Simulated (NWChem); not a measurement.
System: AgNH4S; SMILES [NH3]->[Ag][SH]

```xyz
7

Ag    -0.0010     0.2208     0.0000
S     -0.0604    -2.0888     0.0000
H      1.2835    -2.2409     0.0000
N     -0.0249     2.4142     0.0001
H     -0.9767     2.7784    -0.0416
H      0.4759     2.8028    -0.7988
H      0.4045     2.8027     0.8395
```
Atoms are numbered in this order, from 1.

Results from NWChem. Geometry: optimised at PBE0/def2-SVP. def2 effective core potentials on Ag; no spin-orbit coupling. Level r2SCAN/def2-SVP: energy and gradient on several grids; changes count from the extra-fine grid, which is no exact limit either.

```json
[
 {"grid": "xcoarse", "size of the energy change (μHa)": "4000", "largest change of a gradient component (μHa/bohr)": "10000", "time, medium = 1 (rough)": "about 1"},
 {"grid": "coarse", "size of the energy change (μHa)": "300", "largest change of a gradient component (μHa/bohr)": "700", "time, medium = 1 (rough)": "about 1"},
 {"grid": "medium", "size of the energy change (μHa)": "40", "largest change of a gradient component (μHa/bohr)": "200", "time, medium = 1 (rough)": "about 1"},
 {"grid": "fine", "size of the energy change (μHa)": "< 10", "largest change of a gradient component (μHa/bohr)": "70", "time, medium = 1 (rough)": "about 1"},
 {"grid": "xfine", "size of the energy change (μHa)": "< 10", "largest change of a gradient component (μHa/bohr)": "< 30", "time, medium = 1 (rough)": "2"}
]
```
